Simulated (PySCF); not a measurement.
Computed IR spectrum (relative IR intensity) of a molecule C4H4F2. Geometry: PBE-D3(BJ)/def2-SVP. The values are those of a single conformer. These are PBE-D3(BJ)/def2-SVP in PySCF values and carry that method's errors. Harmonic, unscaled wavenumbers; measured fundamentals usually lie a few per cent lower.

ν (cm⁻¹): 179 (vw), 320 (w), 596 (w), 661 (w), 828 (s), 962 (m), 1040 (m), 1077 (vs), 1125 (w), 1156 (w), 1177 (m), 1272 (w), 1311 (s), 1335 (s), 2989 (w), 2993 (m), 3131 (vw), 3160 (vw) (against the strongest line: vs over 80 %, s over 45 %, m over 15 %, w over 4 %, vw less)

### Question
Which structure fits?
A) C=C=CC(F)F
B) F[C@@H]1C=C[C@H]1F
C) C=C(F)/C=C\F
D) C#CC(C)(F)F

### Answer
B, F[C@@H]1C=C[C@H]1F
